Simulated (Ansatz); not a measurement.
```xyz
2

B     0.0000    0.0000    0.0000
F     0.0000    0.0000    1.2630
```

Basis set: cc-pVDZ (spherical functions). Correlated methods keep 2 orbitals frozen. Charge 0, multiplicity 1.

Computed with Ansatz (development build ahead of 0.2.0); each method stands on the lowest determinant of its kind that the runs found. Restricted open shells among the atoms or ions are ROHF, correlated in semicanonical orbitals with singles.

Problem. Give the atomization energy at this shape (free ground-state atoms in the same class of orbitals less the molecule, no zero-point energy) of singlet BF by RHF-CCSD(T), RHF-CCSD.

Solution.

```csv
method,atomization energy
RHF-CCSD(T),7.14 eV
RHF-CCSD,7.02 eV
```

Caution: no unrestricted run beside it, a lower state can exist.
